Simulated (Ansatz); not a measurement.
Ideal-gas functions of `[Cl][Cd][Br]` at 600 K and 1 bar, from an Ansatz frequency run at PBE0-D4/def2-TZVP.

Molar mass 227.77 g/mol, point group C∞v (symmetry number 1), electronic degeneracy 1, moments of inertia 587.266 u Å². Harmonic wavenumbers (cm⁻¹, unscaled): 76, 76, 245, 393.

Use S(trans) = R[1.5 ln M + 2.5 ln T − 1.1517]; rotational temperatures θ = 24.2544 K / I; S(rot) = R[ln(T/σθ) + 1]; for each mode x = 1.438777 ν̃/T, S = R[x/(eˣ − 1) − ln(1 − e⁻ˣ)] and H = RT x/(eˣ − 1); 1 cm⁻¹ = 0.0119627 kJ/mol; R = 8.31446 J/(mol·K).

Q: By hand: the entropy, in J/(mol·K).

A: Translation 191.1. Rotation: θ = 0.0413 K, giving 88.0. Vibration, mode by mode: 22.48, 22.48, 12.86, 9.11, in all 66.9. Electronic 0.0. Sum 346.0 J/(mol·K).

Q: By hand: H − E and G − E in kJ/mol, counted from the electronic energy.

A: Zero-point energy ½ × 790 × 0.0119627 = 4.7; thermal vibration 15.8; translation, rotation and pV give 3.5 RT = 17.5. H − E = 38.0 kJ/mol, and G − E = 38.0 − 600 × 346.0/1000 = -169.6 kJ/mol.

Vibration gives 19 % of the entropy, 45.0 J/(mol·K) of it from the modes under 150 cm⁻¹: soft modes count most, and the harmonic formula is weakest for them.
